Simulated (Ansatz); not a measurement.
Molecule: LuF$_{3}$, net charge 0, singlet state. 
Geometry from a B3LYP-D3(BJ)/def2-TZVP (Ansatz, a program for electronic structure) optimisation:
SMILES: [F][Lu]([F])[F]
```xyz
4

Lu     0.0000     0.0000     0.0000
F     -1.6772    -1.0310     0.0960
F     -0.0003     1.8126    -0.7744
F      1.6775    -0.7816     0.6784
```
Charge 0, spin multiplicity 1.

Basis-set convergence of Hartree-Fock and MP2 correlation energies (hartree) with Ansatz. Valence correlation only, unless marked. Spin-orbit coupling is left out. The frozen core is the preceding noble-gas configuration, with the filled d and f shells of earlier blocks. In def2 rows, elements after Kr have scalar-relativistic effective core potentials.

```
basis       functions        E(HF)  E(corr, MP2)
----------  ---------  -----------  ------------
def2-SVP          123  -1530.76057      -0.62921
def2-TZVPP        198            …             …
```

Question: Complete the blanks.

Answer: 
- def2-TZVPP, E(HF): -1531.17256
- def2-TZVPP, E(corr, MP2): -0.83181
